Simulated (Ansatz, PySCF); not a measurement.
Complex: CH4O (SMILES CO) (first 6 atoms) with C2H3N (SMILES CC#N); geometry from B3LYP-D3(BJ)/def2-TZVP, rigid monomers moved along the line of their centres of mass till H6···N9 is 1.84 Å.
(charge 0, multiplicity 1):
```xyz
12

C     -0.5814     0.1871    -0.7437
O      0.2525    -0.7388    -0.0773
H     -1.6344     0.0862    -0.4514
H     -0.5057    -0.0139    -1.8130
H     -0.2743     1.2262    -0.5693
H      0.1926    -0.5650     0.8728
C     -0.2852     0.4582     5.1539
C     -0.1753     0.1778     3.7326
N     -0.0879    -0.0445     2.6101
H     -0.4846     1.5183     5.3113
H     -1.0994    -0.1229     5.5872
H      0.6444     0.1948     5.6587
```

Monomers are frozen at their geometry in the pair; levels with a basis set take the counterpoise correction.

Correlated levels freeze the cores.

Run with Ansatz (Gaussian basis) for Hartree–Fock, density functionals and correlated methods; PySCF for the dispersion terms. 

PBE/def2-TZVPPD gives -18.4 kJ/mol for the interaction energy.

### Question
Predict the shift from PBE, with its sign, for: PBE-D3(BJ)/def2-TZVPPD, r2SCAN/def2-TZVPPD, PBE0/def2-TZVPPD, wB97M-V/def2-TZVPPD, MP2/aug-cc-pVDZ, CCSD(T)/aug-cc-pVDZ.

### Answer
PBE-D3(BJ)/def2-TZVPPD -3.4; r2SCAN/def2-TZVPPD 0.2; PBE0/def2-TZVPPD 0.7; wB97M-V/def2-TZVPPD 0.2; MP2/aug-cc-pVDZ 1.7; CCSD(T)/aug-cc-pVDZ 3.3 kJ/mol. 5 of 6 lie above PBE; the widest gap is to PBE-D3(BJ)/def2-TZVPPD.

Ansatz is a program for electronic structure.
